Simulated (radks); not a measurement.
Values are calculated unless marked as measured or tabulated.
Ionisation of the osmium ion Os3+, [Xe] 4f14 5d5, to Os4+, [Xe] 4f14 5d4, under several functionals. Scalar-relativistic Kohn-Sham, spin-polarised, spherical densities, finite nucleus; open shells are filled with parallel spins first (spin-orbit coupling, left out, can overturn this in heavy ions); a radial shooting solver on a logarithmic mesh with Libxc functionals.

functional                                      E(Os3+) (hartree)  Exc (hartree)  IE (eV)  -e(HOMO) (eV)  <r> HOMO (bohr)  IE error (eV)
LDA (Slater exchange, Perdew-Wang correlation)        -17238.9862      -327.5602   43.047         36.581            1.602         +2.047
PBE                                                   -17248.8698      -337.4355   42.921         36.459            1.600         +1.921
PW91                                                  -17250.5565      -339.1237   42.986         36.523            1.600         +1.986
revPBE                                                -17249.2490      -337.8222   42.872         36.410            1.598         +1.872
TASK exchange with Perdew-Wang LDA correlation        -17248.7543      -335.4511   43.456         37.042            1.569         +2.456
OLYP                                                  -17255.0467      -343.8571   42.978         36.470            1.587         +1.978
B86b exchange with PBE correlation                    -17250.1466      -338.7125   42.939         36.477            1.600         +1.939
AM05                                                  -17239.4204      -328.0090   42.909         36.446            1.599         +1.909

NIST Atomic Spectra Database: 41 eV (theoretical). Closest: revPBE. The Delta-SCF values span 0.58 eV, the total energies 16.06 hartree. The highest occupied level is 5d. Open shells are spherical and high-spin; term and fine-structure splittings are not resolved. Spin-orbit splitting is averaged out at the scalar-relativistic level.
